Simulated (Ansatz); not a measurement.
The pair A = SiH4 (SMILES [SiH4]) (first 5 atoms), B = CH3Cl (SMILES CCl); geometry from B3LYP-D3(BJ)/def2-TZVP.
(charge 0, multiplicity 1):
```xyz
10

Si    -0.044    -0.183     0.209
H      1.432    -0.129     0.252
H     -0.495    -0.202    -1.203
H     -0.618     1.006     0.878
H     -0.530    -1.408     0.883
C     -0.983    -0.211     4.002
Cl     0.792    -0.145     3.743
H     -1.171    -0.199     5.071
H     -1.428     0.657     3.523
H     -1.357    -1.126     3.554
```

Cores are frozen in the correlated methods. MP2 and its Hartree–Fock in aug-cc-pV(T+d)Z are density fitted.

Programs: Ansatz (Gaussian orbitals). 

The counterpoise-corrected interaction energy is E(AB) − E(A in the pair's basis) − E(B in the pair's basis). Total energies (hartree):

```csv
level,AB,A in the pair's basis,B in the pair's basis
HF/aug-cc-pV(D+d)Z,-790.3737131,-291.2505637,-499.1243897
MP2/aug-cc-pV(D+d)Z,-790.8060467,-291.3724659,-499.4314173
HF/aug-cc-pV(T+d)Z,-790.4123254,-291.2638565,-499.1497402
MP2/aug-cc-pV(T+d)Z,-790.9431945,-291.4095733,-499.5309332
CCSD(T)/aug-cc-pV(D+d)Z,-790.8820425,-291.4072880,-499.4727579
```

### Question
Work out the counterpoise-corrected interaction energy at the basis-set limit: extrapolate the MP2 correlation part as X⁻³, take Hartree–Fock from the larger set, and add the CCSD(T) − MP2 difference of aug-cc-pV(D+d)Z.

### Answer

1. Differences (1 hartree = 627.509 kcal/mol): HF/aug-cc-pV(D+d)Z 0.778; MP2/aug-cc-pV(D+d)Z -1.358; HF/aug-cc-pV(T+d)Z 0.798; MP2/aug-cc-pV(T+d)Z -1.687; CCSD(T)/aug-cc-pV(D+d)Z -1.253.
2. Correlation parts, MP2 less HF: -2.136 in aug-cc-pV(D+d)Z (X = 2), -2.484 in aug-cc-pV(T+d)Z (X = 3).
3. Limit (3³·(-2.484) − 2³·(-2.136))/(3³ − 2³) = -2.631; with HF/aug-cc-pV(T+d)Z it gives -1.833.
4. CCSD(T) less MP2 in aug-cc-pV(D+d)Z: 0.105.
Result: -1.73 kcal/mol, against -1.36 at MP2/aug-cc-pV(D+d)Z. It is an estimate of this method's limit, not of the exact value.

Ansatz is a program for electronic structure.
